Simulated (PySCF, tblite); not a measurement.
Isomers of C2H5NO2Si, one GFN2-xTB conformer each. Single-point energies are computed at PBE0/pcSseg-1 (PySCF, gas phase, no added dispersion term), electronic only.

Question: Rank them by PBE0/pcSseg-1 energy, lowest first (kcal/mol).
A. `[NH2:1][Si@@:2]1([OH:3])[CH:4]=[CH:5][O:6]1` with H–N1–Si2–O3 17° and 160°, N1–Si2–O3–H -170°
B. `[H]/[N:1]=[CH:2]\[SiH2:3][O:4][CH:5]=[O:6]` with N1–C2–Si3–O4 -2°, C2–Si3–O4–C5 179°, Si3–O4–C5–O6 0°

Answer: A (0.0), B (38.9).

As drawn, the lower has a four-membered ring, an O–H bond and a C=C bond outside aromatic rings, which the higher lacks; the higher has a C=O bond, a C=N bond and a C(=O)–O unit, which the lower lacks. GFN2-xTB itself gives, in the same order: 0.0, 18.5. Both levels put the same isomer lowest.

Which frontier levels, dipoles and rotational constants go with these structures?

```tsv
SMILES	HOMO (eV, PBE0/pcSseg-1)	LUMO (eV)	dipole (D)	A, B, C (MHz)
N[Si@@]1(O)C=CO1	-6.53	0.04	0.09	4998, 2662, 2337
[H]/N=C\[SiH2]OC=O	-7.32	-1.02	0.05	8296, 1601, 1364
```

What happens when harmonic zero-point energies from GFN2-xTB frequencies are added?

| SMILES | ZPE (kcal/mol) | electronic (kcal/mol) | with ZPE (kcal/mol) |
| --- | --- | --- | --- |
| N[Si@@]1(O)C=CO1 | 46.5 | 0.0 | 0.0 |
| [H]/N=C\[SiH2]OC=O | 43.7 | 38.9 | 36.1 |

The zero-point energies span 2.8 kcal/mol. The order is unchanged.
